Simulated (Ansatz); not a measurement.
Ansatz (a quantum-chemistry and plane-wave program) input (HF/3-21G): The .json file is the Basis Set Exchange's 3-21G.

Ansatz 0.2 input:
```yaml
crystal:
  periodic: [false, false, false]
  atoms:
    - {symbol: O, position_ang: [-0.60882787, 1.22310683, -0.82363249]}
    - {symbol: Si, position_ang: [-0.05036790, 0.21768913, 0.26481481]}
    - {symbol: O, position_ang: [1.56727734, -0.23431508, -0.01609640]}
    - {symbol: O, position_ang: [-0.92841691, -1.23970608, 0.33569595]}
    - {symbol: H, position_ang: [0.00481861, 0.58676446, 1.71110460]}
    - {symbol: H, position_ang: [1.87572699, -0.15058176, -0.92510031]}
    - {symbol: H, position_ang: [-1.41565547, -1.47651594, -0.46114799]}
basis:
  gaussian:
    orbitals: 3-21G.json
hamiltonian:
  xc: {name: HF}
total_charge: -1
phonons: {temperatures: {t_min: 298.15, t_max: 298.15, t_step: 100}}
```

Output:

```
Functional definition: HF
integrals: 0.01 GiB planned
494 factors; integrals over basis functions are off by at most 2.4e-4 eV
mean field: 0.09 GiB planned
mean field evaluation 1: about -13945.1658 eV, gradient 3.6e1 eV
mean field evaluation 2: about -13945.3750 eV, gradient 3.7e1 eV
mean field evaluation 4: about -13948.2746 eV, gradient 3.0e0 eV
mean field evaluation 8: about -13948.3096 eV, gradient 4.4e-2 eV
mean field -13948.30960366 eV, -512.5909234306 hartree, gradient 4.4e-5 eV, S^2 0.000000; 0 other end points of the search recorded, 0 dependent functions left out
the calculation of the forces begins
reference -13948.30960366 eV, -512.5909234306 hartree; 21, 21 occupied and 25, 25 virtual orbitals, 494 factors
these checks for a lower state are left out or cut short: stability, starts, cluster_reference, orbital_swaps, neighbouring_geometries, increment
integrals: 0.01 GiB planned
494 factors; integrals over basis functions are off by at most 2.4e-4 eV
mean field: 0.09 GiB planned
mean field evaluation 16: about -13948.3048 eV, gradient 1.6e0 eV
mean field -13948.30951527 eV, -512.5909201824 hartree, gradient 4.8e-6 eV, S^2 0.000000; 0 other end points of the search recorded, 0 dependent functions left out
the calculation of the forces begins
reference -13948.30951527 eV, -512.5909201824 hartree; 21, 21 occupied and 25, 25 virtual orbitals, 494 factors
these checks for a lower state are left out or cut short: stability, starts, cluster_reference, orbital_swaps, neighbouring_geometries, increment
integrals: 0.01 GiB planned
494 factors; integrals over basis functions are off by at most 2.4e-4 eV
mean field: 0.09 GiB planned
mean field evaluation 32: about -13948.3095 eV, gradient 4.8e-6 eV
mean field -13948.30950611 eV, -512.5909198459 hartree, gradient 4.8e-6 eV, S^2 0.000000; 0 other end points of the search recorded, 0 dependent functions left out
the calculation of the forces begins
reference -13948.30950611 eV, -512.5909198459 hartree; 21, 21 occupied and 25, 25 virtual orbitals, 494 factors
these checks for a lower state are left out or cut short: stability, starts, cluster_reference, orbital_swaps, neighbouring_geometries, increment
integrals: 0.01 GiB planned
494 factors; integrals over basis functions are off by at most 2.4e-4 eV
mean field: 0.09 GiB planned
mean field -13948.30955687 eV, -512.5909217111 hartree, gradient 4.8e-6 eV, S^2 0.000000; 0 other end points of the search recorded, 0 dependent functions left out
the calculation of the forces begins
reference -13948.30955687 eV, -512.5909217111 hartree; 21, 21 occupied and 25, 25 virtual orbitals, 494 factors
these checks for a lower state are left out or cut short: stability, starts, cluster_reference, orbital_swaps, neighbouring_geometries, increment
integrals: 0.01 GiB planned
494 factors; integrals over basis functions are off by at most 2.4e-4 eV
mean field: 0.09 GiB planned
mean field -13948.30955259 eV, -512.5909215540 hartree, gradient 4.8e-6 eV, S^2 0.000000; 0 other end points of the search recorded, 0 dependent functions left out
the calculation of the forces begins
reference -13948.30955259 eV, -512.5909215540 hartree; 21, 21 occupied and 25, 25 virtual orbitals, 494 factors
these checks for a lower state are left out or cut short: stability, starts, cluster_reference, orbital_swaps, neighbouring_geometries, increment
integrals: 0.01 GiB planned
494 factors; integrals over basis functions are off by at most 2.4e-4 eV
mean field: 0.09 GiB planned
mean field -13948.30941171 eV, -512.5909163767 hartree, gradient 4.8e-6 eV, S^2 0.000000; 0 other end points of the search recorded, 0 dependent functions left out
the calculation of the forces begins
reference -13948.30941171 eV, -512.5909163767 hartree; 21, 21 occupied and 25, 25 virtual orbitals, 494 factors
these checks for a lower state are left out or cut short: stability, starts, cluster_reference, orbital_swaps, neighbouring_geometries, increment
integrals: 0.01 GiB planned
494 factors; integrals over basis functions are off by at most 2.4e-4 eV
mean field: 0.09 GiB planned
mean field evaluation 64: about -13948.3047 eV, gradient 1.6e0 eV
mean field -13948.30941715 eV, -512.5909165765 hartree, gradient 4.8e-6 eV, S^2 0.000000; 0 other end points of the search recorded, 0 dependent functions left out
the calculation of the forces begins
reference -13948.30941715 eV, -512.5909165765 hartree; 21, 21 occupied and 25, 25 virtual orbitals, 494 factors
these checks for a lower state are left out or cut short: stability, starts, cluster_reference, orbital_swaps, neighbouring_geometries, increment
integrals: 0.01 GiB planned
494 factors; integrals over basis functions are off by at most 2.4e-4 eV
mean field: 0.09 GiB planned
[...]
the calculation of the forces begins
reference -13948.30958478 eV, -512.5909227367 hartree; 21, 21 occupied and 25, 25 virtual orbitals, 494 factors
these checks for a lower state are left out or cut short: stability, starts, cluster_reference, orbital_swaps, neighbouring_geometries, increment
integrals: 0.01 GiB planned
494 factors; integrals over basis functions are off by at most 2.4e-4 eV
mean field: 0.09 GiB planned
mean field evaluation 128: about -13948.3047 eV, gradient 1.6e0 eV
mean field -13948.30944360 eV, -512.5909175486 hartree, gradient 4.8e-6 eV, S^2 0.000000; 0 other end points of the search recorded, 0 dependent functions left out
the calculation of the forces begins
reference -13948.30944360 eV, -512.5909175486 hartree; 21, 21 occupied and 25, 25 virtual orbitals, 494 factors
these checks for a lower state are left out or cut short: stability, starts, cluster_reference, orbital_swaps, neighbouring_geometries, increment
integrals: 0.01 GiB planned
494 factors; integrals over basis functions are off by at most 2.4e-4 eV
mean field: 0.09 GiB planned
mean field -13948.30944077 eV, -512.5909174444 hartree, gradient 4.8e-6 eV, S^2 0.000000; 0 other end points of the search recorded, 0 dependent functions left out
the calculation of the forces begins
reference -13948.30944077 eV, -512.5909174444 hartree; 21, 21 occupied and 25, 25 virtual orbitals, 494 factors
these checks for a lower state are left out or cut short: stability, starts, cluster_reference, orbital_swaps, neighbouring_geometries, increment
integrals: 0.01 GiB planned
494 factors; integrals over basis functions are off by at most 2.4e-4 eV
mean field: 0.09 GiB planned
mean field -13948.30958969 eV, -512.5909229174 hartree, gradient 4.8e-6 eV, S^2 0.000000; 0 other end points of the search recorded, 0 dependent functions left out
the calculation of the forces begins
reference -13948.30958969 eV, -512.5909229174 hartree; 21, 21 occupied and 25, 25 virtual orbitals, 494 factors
these checks for a lower state are left out or cut short: stability, starts, cluster_reference, orbital_swaps, neighbouring_geometries, increment
integrals: 0.01 GiB planned
494 factors; integrals over basis functions are off by at most 2.4e-4 eV
mean field: 0.09 GiB planned
mean field evaluation 160: about -13948.3096 eV, gradient 3.1e-4 eV
mean field -13948.30959087 eV, -512.5909229607 hartree, gradient 4.8e-6 eV, S^2 0.000000; 0 other end points of the search recorded, 0 dependent functions left out
the calculation of the forces begins
reference -13948.30959087 eV, -512.5909229607 hartree; 21, 21 occupied and 25, 25 virtual orbitals, 494 factors
these checks for a lower state are left out or cut short: stability, starts, cluster_reference, orbital_swaps, neighbouring_geometries, increment
integrals: 0.01 GiB planned
494 factors; integrals over basis functions are off by at most 2.4e-4 eV
mean field: 0.09 GiB planned
mean field -13948.30957266 eV, -512.5909222913 hartree, gradient 4.8e-6 eV, S^2 0.000000; 0 other end points of the search recorded, 0 dependent functions left out
the calculation of the forces begins
reference -13948.30957266 eV, -512.5909222913 hartree; 21, 21 occupied and 25, 25 virtual orbitals, 494 factors
these checks for a lower state are left out or cut short: stability, starts, cluster_reference, orbital_swaps, neighbouring_geometries, increment
integrals: 0.01 GiB planned
494 factors; integrals over basis functions are off by at most 2.4e-4 eV
mean field: 0.09 GiB planned
mean field -13948.30956899 eV, -512.5909221566 hartree, gradient 4.8e-6 eV, S^2 0.000000; 0 other end points of the search recorded, 0 dependent functions left out
the calculation of the forces begins
reference -13948.30956899 eV, -512.5909221566 hartree; 21, 21 occupied and 25, 25 virtual orbitals, 494 factors
these checks for a lower state are left out or cut short: stability, starts, cluster_reference, orbital_swaps, neighbouring_geometries, increment
integrals: 0.01 GiB planned
494 factors; integrals over basis functions are off by at most 2.4e-4 eV
mean field: 0.09 GiB planned
mean field -13948.30957475 eV, -512.5909223683 hartree, gradient 4.8e-6 eV, S^2 0.000000; 0 other end points of the search recorded, 0 dependent functions left out
the calculation of the forces begins
reference -13948.30957475 eV, -512.5909223683 hartree; 21, 21 occupied and 25, 25 virtual orbitals, 494 factors
these checks for a lower state are left out or cut short: stability, starts, cluster_reference, orbital_swaps, neighbouring_geometries, increment
integrals: 0.01 GiB planned
494 factors; integrals over basis functions are off by at most 2.4e-4 eV
mean field: 0.09 GiB planned
mean field evaluation 192: about -13947.9767 eV, gradient 3.9e-3 eV
mean field -13948.30957543 eV, -512.5909223931 hartree, gradient 4.8e-6 eV, S^2 0.000000; 0 other end points of the search recorded, 0 dependent functions left out
the calculation of the forces begins
reference -13948.30957543 eV, -512.5909223931 hartree; 21, 21 occupied and 25, 25 virtual orbitals, 494 factors
these checks for a lower state are left out or cut short: stability, starts, cluster_reference, orbital_swaps, neighbouring_geometries, increment
integrals: 0.01 GiB planned
494 factors; integrals over basis functions are off by at most 2.4e-4 eV
mean field: 0.09 GiB planned
mean field -13948.30960132 eV, -512.5909233448 hartree, gradient 4.8e-6 eV, S^2 0.000000; 0 other end points of the search recorded, 0 dependent functions left out
the calculation of the forces begins
reference -13948.30960132 eV, -512.5909233448 hartree; 21, 21 occupied and 25, 25 virtual orbitals, 494 factors
these checks for a lower state are left out or cut short: stability, starts, cluster_reference, orbital_swaps, neighbouring_geometries, increment
integrals: 0.01 GiB planned
494 factors; integrals over basis functions are off by at most 2.4e-4 eV
mean field: 0.09 GiB planned
mean field -13948.30960115 eV, -512.5909233385 hartree, gradient 4.8e-6 eV, S^2 0.000000; 0 other end points of the search recorded, 0 dependent functions left out
the calculation of the forces begins
reference -13948.30960115 eV, -512.5909233385 hartree; 21, 21 occupied and 25, 25 virtual orbitals, 494 factors
these checks for a lower state are left out or cut short: stability, starts, cluster_reference, orbital_swaps, neighbouring_geometries, increment
integrals: 0.01 GiB planned
494 factors; integrals over basis functions are off by at most 2.4e-4 eV
mean field: 0.09 GiB planned
mean field evaluation 224: about -13948.3095 eV, gradient 3.1e-4 eV
mean field -13948.30945589 eV, -512.5909180002 hartree, gradient 4.8e-6 eV, S^2 0.000000; 0 other end points of the search recorded, 0 dependent functions left out
the calculation of the forces begins
reference -13948.30945589 eV, -512.5909180002 hartree; 21, 21 occupied and 25, 25 virtual orbitals, 494 factors
these checks for a lower state are left out or cut short: stability, starts, cluster_reference, orbital_swaps, neighbouring_geometries, increment
integrals: 0.01 GiB planned
494 factors; integrals over basis functions are off by at most 2.4e-4 eV
mean field: 0.09 GiB planned
mean field -13948.30945922 eV, -512.5909181227 hartree, gradient 4.8e-6 eV, S^2 0.000000; 0 other end points of the search recorded, 0 dependent functions left out
the calculation of the forces begins
reference -13948.30945922 eV, -512.5909181227 hartree; 21, 21 occupied and 25, 25 virtual orbitals, 494 factors
Total energy: -13948.30960366 eV, -512.5909234306 hartree
Atom 0 at    -0.608828     1.223107    -0.823632 Å, force     0.000863    -0.001720     0.001207 eV/Å
Atom 1 at    -0.050368     0.217689     0.264815 Å, force    -0.000628     0.000959    -0.001716 eV/Å
Atom 2 at     1.567277    -0.234315    -0.016096 Å, force    -0.000948    -0.000172     0.000261 eV/Å
Atom 3 at    -0.928417    -1.239706     0.335696 Å, force     0.000835     0.000546     0.000009 eV/Å
Atom 4 at     0.004819     0.586764     1.711105 Å, force     0.000032     0.000271     0.000998 eV/Å
Atom 5 at     1.875727    -0.150582    -0.925100 Å, force    -0.000105     0.000048    -0.000376 eV/Å
Atom 6 at    -1.415655    -1.476516    -0.461148 Å, force    -0.000050     0.000070    -0.000383 eV/Å
Dipole moment:     0.173126    -0.517145    -0.249760 e Å
Vibrations: 99.79 252.84 376.99 404.19 428.69 825.42 861.83 968.24 980.69 1014.18 1044.71 1230.41 2249.38 3912.74 3914.42 cm⁻¹, zero-point energy 1.150854 eV
```

The blocks after the first are displaced geometries, from whose forces the wavenumbers follow.

The dipole moment of an ion depends on the origin.
